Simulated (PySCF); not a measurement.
**SnBr₄, singlet: molecular constants**

These are results of PBE in PySCF with Sn def2-SVP with ECP28, Br def2-SVP; scalar-relativistic core potentials, no spin–orbit coupling; density-fitted integrals, not measurements.

The structure is a minimum.

```
Point group                                                                   : Td
Bond lengths                                                                  : Sn–Br 2.497 Å (×4)
Bond angles                                                                   : Br–Sn–Br 109.5° (×6)
Zero-point energy                                                             : 7.9 kJ/mol
Rotational constants                                                          : 0.01285, 0.01285, 0.01285 cm⁻¹
Entropy at 298.15 K and 1 bar                                                 : 420.9 J/(mol K)
Heat capacity Cp at 298.15 K                                                  : 104.0 J/(mol K)
Lowest empty level                                                            : -4.53 eV
Atomisation energy without zero-point energy                                  : 1156 kJ/mol
Highest occupied level                                                        : -7.45 eV
Dipole moment                                                                 : 0.00 D
Principal polarisabilities                                                    : 106.4, 106.4, 106.4 bohr³
Principal quadrupole moments (Buckingham, traceless) about the centre of mass : 0.00, 0.00, 0.00 D Å
Rotational symmetry number                                                    : 12
Enthalpy at 298.15 K above 0 K                                                : 25.56 kJ/mol
```

Harmonic modes (masses in u: Sn 119.902, Br 78.918):
| symmetry | ω (cm⁻¹) | IR (km/mol, summed over degenerate members) | μ (u) |
| --- | --- | --- | --- |
| e | 53 | 0.0 | 78.92 |
| t2 | 76 | 8.5 | 86.02 |
| a1 | 201 | 0.0 | 78.92 |
| t2 | 265 | 118 | 94.53 |

In Td the vibrations span e + 2t2 + a1. The a1, e modes carry no infrared intensity, as symmetry demands.

Charges (e):
```json
{"atom": "Sn1", "Mulliken": "0.67", "Löwdin": "0.10", "polar tensor": "1.82", "Mayer order to Sn1": "–"}
{"atom": "Br2,3,4,5", "Mulliken": "-0.17", "Löwdin": "-0.03", "polar tensor": "-0.45", "Mayer order to Sn1": "1.03"}
```

Mulliken populations on Sn1 (electrons outside its core potential): s 3.24, p 7.76, d 10.33.

Counting electrons, tin keeps none of its valence electrons outside its bonds, so the VSEPR class is AX4 and the expected shape is tetrahedral (Td), as computed.

The final relaxation and frequency run took 55 s on 4 threads of a shared Arm Neoverse N1 host, with 154 basis functions and 6 gradients; the process peaked at 1.6 GiB.
